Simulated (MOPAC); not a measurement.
MOPAC input (AM1):

```
AM1 PRECISE GNORM=0.05 LET XYZ GEO-OK AUX(PRECISION=9) THREADS=1
Al2O

Al   -0.00000000 1   -0.00000000 1   -1.71036300 1
O     0.00000000 1    0.00000000 1    0.00000000 1
Al    0.00000000 1    0.00000000 1    1.71036300 1
```

Output:

```
 *******************************************************************************
 **                                                                           **
 **                              MOPAC v23.2.5                                **
 **                                                                           **
 *******************************************************************************
 ** MOPAC's Digital Object Identifier: https://doi.org/10.5281/zenodo.6511958 **
 **                                                                           **
 ** Please cite the open-source release paper for use of this MOPAC version:  **
 ** J. E. Moussa and J. J. P. Stewart (2026)                                  **
 ** MOPAC: An open-source semiempirical molecular orbital program             **
 ** J. Open Source Softw., 11(119), 8025, https://doi.org/10.21105/joss.08025 **
 *******************************************************************************

                              AM1 CALCULATION RESULTS

 *******************************************************************************
 *  AM1        - The AM1 Hamiltonian to be used
 *  GEO-OK     - OVERRIDE INTERATOMIC DISTANCE AND OTHER SAFETY CHECKS
 *  LET        - OVERRIDE SOME SAFETY CHECKS
 *  PRECISE    - TIGHTER CRITERIA TO BE USED
 *  XYZ        - CARTESIAN COORDINATE SYSTEM TO BE USED
 *  GNORM      - EXIT WHEN GRADIENT NORM DROPS BELOW 0.050
 *  AUX        - OUTPUT AUXILIARY INFORMATION
 *******************************************************************************
AM1 PRECISE GNORM=0.05 LET XYZ GEO-OK AUX(PRECISION=9) THREADS=1
 Al2O

   ATOM   CHEMICAL          X               Y               Z
  NUMBER   SYMBOL      (ANGSTROMS)     (ANGSTROMS)     (ANGSTROMS)

     1      Al         -0.00000000  *  -0.00000000  *  -1.71036300  *
     2       O          0.00000000  *   0.00000000  *   0.00000000  *
     3      Al          0.00000000  *   0.00000000  *   1.71036300  *

          CARTESIAN COORDINATES

    NO.       ATOM           X           Y           Z

     1        Al         -0.0000     -0.0000     -1.7104
     2         O          0.0000      0.0000      0.0000
     3        Al          0.0000      0.0000      1.7104

  O: (AM1): M.J.S. DEWAR ET AL, J. AM. CHEM. SOC. 107 3902-3909 (1985)
 Al: (AM1): M. J. S. Dewar, A. J. Holder, Organometallics, 9, 508-511 (1990).

           Empirical Formula: O Al2  =     3 atoms

      MOLECULAR POINT GROUP   :   D*h

      RHF CALCULATION, NO. OF DOUBLY OCCUPIED LEVELS = 6

          Geometry optimization using EF

          DIAGONAL MATRIX USED AS START HESSIAN

 CYCLE:     1  GRAD.:    59.872 HEAT: -37.19399
 CYCLE:     2  GRAD.:   141.877 HEAT: -29.81422
 CYCLE:     3  GRAD.:     5.195 HEAT: -39.14968
 CYCLE:     4  GRAD.:     0.399 HEAT: -39.16358
 CYCLE:     5  GRAD.:     0.001 HEAT: -39.16366

     GRADIENT =  0.00060 IS LESS THAN CUTOFF =  0.05000

 -------------------------------------------------------------------------------
 AM1 PRECISE GNORM=0.05 LET XYZ GEO-OK AUX(PRECISION=9) THREADS=1
 Al2O

     GEOMETRY OPTIMISED USING EIGENVECTOR FOLLOWING (EF).
     SCF FIELD WAS ACHIEVED

                              AM1 CALCULATION
                                                       MOPAC v23.2.5 Linux

          FINAL HEAT OF FORMATION =        -39.16366 KCAL/MOL =    -163.86075 KJ/MOL

          COSMO AREA              =        121.31 SQUARE ANGSTROMS
          COSMO VOLUME            =        111.84 CUBIC ANGSTROMS

          GRADIENT NORM           =          0.00060          =       0.00035 PER ATOM
          IONIZATION POTENTIAL    =          8.238102 EV
          HOMO LUMO ENERGIES (EV) =         -8.238 -0.242
          NO. OF FILLED LEVELS    =          6
          MOLECULAR WEIGHT        =         69.9625         POINT GROUP:  D*h

          MOLECULAR DIMENSIONS (Angstroms)

            Atom       Atom       Distance
           Al     3   Al     1     3.32918
            O     2   Al     1     0.00000
           Al     1   Al     3     0.00000

          SCF CALCULATIONS        =          6

   ATOM   CHEMICAL          X               Y               Z
  NUMBER   SYMBOL      (ANGSTROMS)     (ANGSTROMS)     (ANGSTROMS)

     1      Al         -0.00000000  *   0.00000000  *  -1.66458916  *
     2       O          0.00000000  *  -0.00000000  *  -0.00000000  *
     3      Al          0.00000000  *   0.00000000  *   1.66458916  *

                             CARTESIAN COORDINATES

   1   Al       -0.000000000     0.000000000    -1.664589158
   2    O        0.000000000    -0.000000000    -0.000000003
   3   Al        0.000000000     0.000000000     1.664589160

           Empirical Formula: O Al2  =     3 atoms

      MOLECULAR POINT GROUP   :   D*h

                  EIGENVALUES
 -34.85630 -16.54878 -13.08915 -13.08915  -9.29653  -8.23810  -0.24193  -0.24193
   0.98546   0.98546   1.72726   4.39800

              NET ATOMIC CHARGES AND DIPOLE CONTRIBUTIONS

  ATOM NO.   TYPE          CHARGE      No. of ELECS.   s-Pop       p-Pop
    1         Al           0.304018        2.6960     1.83467     0.86131
    2          O          -0.608035        6.6080     1.79175     4.81629
    3         Al           0.304018        2.6960     1.83467     0.86131
 DIPOLE           X         Y         Z       TOTAL
 POINT-CHG.    -0.000     0.000     0.000     0.000
 HYBRID         0.000     0.000     0.000     0.000
 SUM            0.000     0.000     0.000     0.000

          ATOMIC ORBITAL ELECTRON POPULATIONS

     Atom    s        px        py        pz
    1 Al   1.83467   0.14989   0.14989   0.56152
    2  O   1.79175   1.70021   1.70021   1.41587
    3 Al   1.83467   0.14989   0.14989   0.56152

 **********************
 *                    *
 * JOB ENDED NORMALLY *
 *                    *
 **********************

 == MOPAC DONE ==
```

The geometry given is a B3LYP-D3(BJ)/def2-TZVP minimum.
